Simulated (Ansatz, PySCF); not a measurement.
Dimer: C2H4 (SMILES C=C) (first 6 atoms) with C2H6O (SMILES COC); geometry from B3LYP-D3(BJ)/def2-TZVP, rigid monomers moved along the line of their centres of mass till H5···O8 is 2.80 Å.
(charge 0, multiplicity 1):
```xyz
15

C      0.518    -0.504     0.288
C     -0.398     0.437     0.469
H      0.860    -0.790    -0.700
H      0.967    -1.029     1.123
H     -0.735     0.719     1.459
H     -0.842     0.958    -0.371
C      0.669     0.780     4.509
O     -0.690     0.500     4.249
C     -1.001    -0.867     4.405
H      1.329     0.234     3.823
H      0.940     0.515     5.540
H      0.815     1.849     4.365
H     -0.420    -1.492     3.715
H     -2.060    -0.988     4.184
H     -0.807    -1.206     5.431
```

Counterpoise-corrected where a basis set is named; no monomer relaxation.

Correlated levels freeze the cores.

Programs: Ansatz (Gaussian orbitals); PySCF for the dispersion terms. 

PBE/def2-TZVPPD gives -0.83 kcal/mol for the interaction energy.

Task: Where do these levels fall relative to PBE: PBE-D3(BJ)/def2-TZVPPD, r2SCAN/def2-TZVPPD, B3LYP/def2-TZVPPD, wB97M-V/def2-TZVPPD, MP2/aug-cc-pVDZ, CCSD(T)/aug-cc-pVDZ.

Result: PBE-D3(BJ)/def2-TZVPPD -1.03; r2SCAN/def2-TZVPPD -0.15; B3LYP/def2-TZVPPD 0.64; wB97M-V/def2-TZVPPD -0.69; MP2/aug-cc-pVDZ -0.65; CCSD(T)/aug-cc-pVDZ -0.64 kcal/mol. 1 of 6 lie above PBE; the widest gap is to PBE-D3(BJ)/def2-TZVPPD.

Ansatz is a program for electronic structure.
